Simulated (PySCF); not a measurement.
**CaSn⁺: from constants to spectrum**

UHF-CCSD(T) constants of CaSn⁺, ²Π (doublet), unpaired electrons π ↑ (basis Ca def2-SVP, Sn def2-SVP with ECP28; scalar-relativistic core potentials; PySCF 2.14; masses 39.9626 and 119.9022 u):

| Item | Value |
| --- | --- |
| ωe | 136.0 cm⁻¹ |
| ωexe | 0.405 cm⁻¹ |
| Be | 0.049568 cm⁻¹ |
| αe | 0.000229 cm⁻¹ |
| D (centrifugal) | 2.63e-08 cm⁻¹ |
| De to Ca⁺ + Sn | 1.13 eV |

(1) Give the vibrational terms G(v) and spacings up to v = 3.

(2) How well does the Morse estimate ωe²/(4ωexe) reproduce De, and what is D0?

Correlated steps freeze 9 core orbitals. Correlated levels converge slowly with the basis: in double zeta they bind strong bonds too weakly, by up to about 1 eV, and carry superposition errors of some tenths. These are scalar-relativistic numbers at best; spin–orbit coupling would shift them, the dissociation energy most. For an ion De counts to the pair picked by the measured ionisation energies or electron affinities, which need not be the lowest pair at this level. The state is the lowest determinant that a PBE0 search found; another state may lie lower at other levels.

Results:

(1) G(v) = ωe(v+½) − ωexe(v+½)².

| v | G(v) (cm⁻¹) | G(v) − G(v−1) | Bv (cm⁻¹) |
| --- | --- | --- | --- |
| 0 | 68 |  | 0.04945 |
| 1 | 203 | 135 | 0.04922 |
| 2 | 337 | 134 | 0.04900 |
| 3 | 471 | 134 | 0.04877 |

(2) It gives 1.42 eV, 125 % of the computed De. D0 = De − G(0) = 1.13 − 0.01 = 1.12 eV.
